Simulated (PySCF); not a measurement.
NMR data simulated for an unnamed compound:

¹H NMR (600 MHz, computed): δ 7.12 (m, 1H), 6.95 (m, 1H), 6.95 (m, 1H).

¹³C{¹H} NMR (computed): δ 192.7 (C), 188.3 (C), 142.2 (CH), 142.0 (CH), 140.6 (C), 138.4 (CH), 130.5 (C).

Single conformer, in vacuum, relativity neglected, averaged over atoms made equivalent by symmetry, fast rotation or ring inversion. Shielding tensors at PBE0/pcSseg-1 (GIAO); GFN2-xTB geometry; PySCF 2.14.0 with density-fitted response routines.

Referencing at the same level of theory: TMS for ¹H (31.72 ppm) and ¹³C (186.93 ppm).

Which of these does the molecule contain: an ester, a CF3 group, a non-aromatic C=C double bond, a benzene ring, an NH or NH2 group, a ketone?

Results:


- An ester: no.
- A CF3 group: yes (δC 130.5).
- A non-aromatic C=C double bond: yes.
- A benzene ring: no.
- An NH or NH2 group: no.
- A ketone: yes (δC 192.7).

The data belong to SMILES O=C1C=CC(=O)C(C(F)(F)F)=C1, C₇H₃F₃O₂; they needn't prove each group on their own.

Carbon signals by region: 2 in the far downfield region (above 160 ppm), 5 in the sp2 and nitrile region (100–160 ppm). Above 160 ppm: 192.7, ketone carbonyl carbon, 188.3, ketone carbonyl carbon.

Splittings by ¹⁹F in the carbon and heteronuclear signals aren't shown, as no couplings were computed. Shifts are as computed. Against solution values, carbons near 30 ppm lie about +3 ppm off and those near 130 ppm about +5 ppm. Of 1211 compounds with measured shifts, 218 miss one by over three times the rms of a fit or turn the order of signals round; such compounds aren't used in these exercises. No couplings were computed; multiplicities are counted from neighbouring protons, with m where these are inequivalent, close in shift, in a saturated or five-membered ring or joined by F or P, and br s for small geminal =CH2 splittings.
